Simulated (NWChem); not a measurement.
System: TaSCl2F; SMILES [F][Ta](=[S])([Cl])[Cl]

The following NWChem deck was run.

```
start job
memory heap 200 mb stack 900 mb global 1100 mb
geometry units angstroms noautoz
  Ta     0.056175     0.151548     0.000000
  S      1.934418    -0.880141     0.000000
  F      0.421396     1.978357     0.000000
  Cl    -1.075031    -0.463928     1.889605
  Cl    -1.075031    -0.463928    -1.889605
end
basis spherical
  Ta library def2-svp
  S library def2-svp
  F library def2-svp
  Cl library def2-svp
end
ecp
  Ta library def2-ecp
end
dft
  xc xpbe96 cpbe96
  grid fine
  iterations 150
  mulliken
end
task dft gradient
```

Output (shortened):

```
             Northwest Computational Chemistry Package (NWChem) 7.3.0
             --------------------------------------------------------

 CS  symmetry detected

                             Geometry "geometry" -> ""
                             -------------------------

 Output coordinates in angstroms (scale by  1.889725989 to convert to a.u.)

  No.       Tag          Charge          X              Y              Z
 ---- ---------------- ---------- -------------- -------------- --------------
    1 Ta                  73.0000     0.03464524     0.15998724     0.00000000
    2 S                   16.0000     1.93914389    -0.82238940     0.00000000
    3 F                    9.0000     0.35212114     1.99569598     0.00000000
    4 Cl                  17.0000    -1.08013221    -0.48476772    -1.88960500
    5 Cl                  17.0000    -1.08013221    -0.48476772     1.88960500

 Effective nuclear repulsion energy (a.u.)    1241.0966113958

      Symmetry information
      --------------------

 Group name             Cs
 Group number              2
 Group order               2
 No. of unique centers     4

 Summary of "ao basis" -> "ao basis" (spherical)
 ------------------------------------------------------------------------------
       Tag                 Description            Shells   Functions and Types
 ---------------- ------------------------------  ------  ---------------------
 Ta                         def2-svp                12       32   6s3p2d1f
 S                          def2-svp                 8       18   4s3p1d
 F                          def2-svp                 6       14   3s2p1d
 Cl                         def2-svp                 8       18   4s3p1d

      Symmetry analysis of basis
      --------------------------

        a'         63
        a"         37

            General Information
            -------------------
          SCF calculation type: DFT
          Wavefunction type:  closed shell.
          No. of atoms     :     5
          No. of electrons :    72
           Alpha electrons :    36
            Beta electrons :    36
          Charge           :     0
          Spin multiplicity:     1
          Use of symmetry is: on ; symmetry adaption is: on
          Maximum number of iterations: 150
          AO basis - number of functions:   100
                     number of shells:    42
          Convergence on energy requested:  1.00D-06
          Convergence on density requested:  1.00D-05
          Convergence on gradient requested:  5.00D-04

              XC Information
              --------------
          PerdewBurkeErnzerhof Exchange Functional  1.000
            Perdew 1991 LDA Correlation Functional  1.000 local
           PerdewBurkeErnz. Correlation Functional  1.000 non-local

             Grid Information
             ----------------
          Grid used for XC integration:  fine
          Radial quadrature: Mura-Knowles
          Angular quadrature: Lebedev.
          Tag              B.-S. Rad. Rad. Pts. Rad. Cut. Ang. Pts.
          ---              ---------- --------- --------- ---------
          Ta                  1.45      141           8.0       974
          S                   1.00      123          10.0       770
          F                   0.50       70           9.0       590
          Cl                  1.00      123          10.0       770
          Grid pruning is: on
          Number of quadrature shells:   457
          Spatial weights used:  Erf1

      Superposition of Atomic Density Guess
      -------------------------------------

 Sum of atomic energies:       -1477.20552310

      Non-variational initial energy
      ------------------------------

 Total energy =   -1471.803130
 1-e energy   =   -2807.452715
 2-e energy   =     957.088550
 HOMO         =      -0.348677
 LUMO         =       0.022784

      Symmetry analysis of molecular orbitals - initial
      -------------------------------------------------

  Numbering of irreducible representations:

     1 a'          2 a"

  Orbital symmetries:

     1 a'          2 a"          3 a'          4 a'          5 a'
     6 a"          7 a'          8 a'          9 a"         10 a'
    11 a"         12 a'         13 a"         14 a'         15 a"
    16 a'         17 a'         18 a'         19 a'         20 a"
    21 a'         22 a'         23 a"         24 a'         25 a'
    26 a'         27 a"         28 a'         29 a"         30 a'
    31 a"         32 a'         33 a"         34 a'         35 a'
    36 a"         37 a'         38 a'         39 a"         40 a'
    41 a"         42 a'         43 a'         44 a"         45 a'
    46 a'

     ---------------------------------------------
      Total Density - Mulliken Population Analysis
     ---------------------------------------------

    Atom       Charge   Shell Charges
 -----------   ------   -------------------------------------------------------
    1 Ta  13    10.39   0.03 -0.32  1.77  0.53  0.42  0.06  5.47  0.61  0.17  1.22  0.33  0.11
    2 S   16    17.00   2.00  1.99  1.24  0.68  5.94  2.00  3.12  0.02
    3 F    9     9.63   1.99  1.15  0.79  3.55  2.14  0.00
    4 Cl  17    17.49   2.00  1.99  1.23  0.72  5.94  2.19  3.40  0.01
    5 Cl  17    17.49   2.00  1.99  1.23  0.72  5.94  2.19  3.40  0.01

[...]

                         DFT ENERGY GRADIENTS

    atom               coordinates                        gradient
                 x          y          z           x          y          z
   1 Ta      0.065470   0.302332   0.000000    0.009965  -0.000325   0.000000
   2 S       3.664451  -1.554091   0.000000   -0.012309   0.006155   0.000000
   3 F       0.665412   3.771319   0.000000   -0.002049  -0.008883   0.000000
   4 Cl     -2.041154  -0.916078  -3.570836    0.002197   0.001527   0.004252
   5 Cl     -2.041154  -0.916078   3.570836    0.002197   0.001527  -0.004252
```

Level: PBE/def2-SVP with def2 effective core potentials on Ta. The geometry was optimised at PBE0/def2-SVP. def2 effective core potentials on Ta; no spin-orbit coupling.
